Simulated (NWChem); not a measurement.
diphosphane (H$_{4}$P$_{2}$) in NWChem

SMILES: PP
```xyz
6

P      1.0086     0.5217     0.0000
P     -1.0086    -0.5217     0.0000
H      1.5409    -0.3163     1.0313
H      1.5409    -0.3163    -1.0313
H     -1.5409     0.3163     1.0313
H     -1.5409     0.3163    -1.0313
```
Charge 0, spin multiplicity 1.

The numbers come from NWChem runs, not from measurements. The geometry was optimised at B3LYP/def2-SVP, a minimum by its harmonic frequencies. It is one conformer; others weren't searched.

Symmetry labels belong to the abelian group C2h used in the runs, with the axes of the coordinates shown.

### Question
List the lowest 4 singlet excitations that TDA-BHandHLYP/aug-cc-pVDZ gives, with oscillator strengths.

### Answer
| state | symmetry | energy (eV) | wavelength (nm) | f |
|---|---|---|---|---|
| 1 | ag | 5.63 | 220 | 0.000 |
| 2 | bu | 5.69 | 218 | 0.295 |
| 3 | bg | 6.30 | 197 | 0.000 |
| 4 | au | 6.57 | 189 | 0.037 |
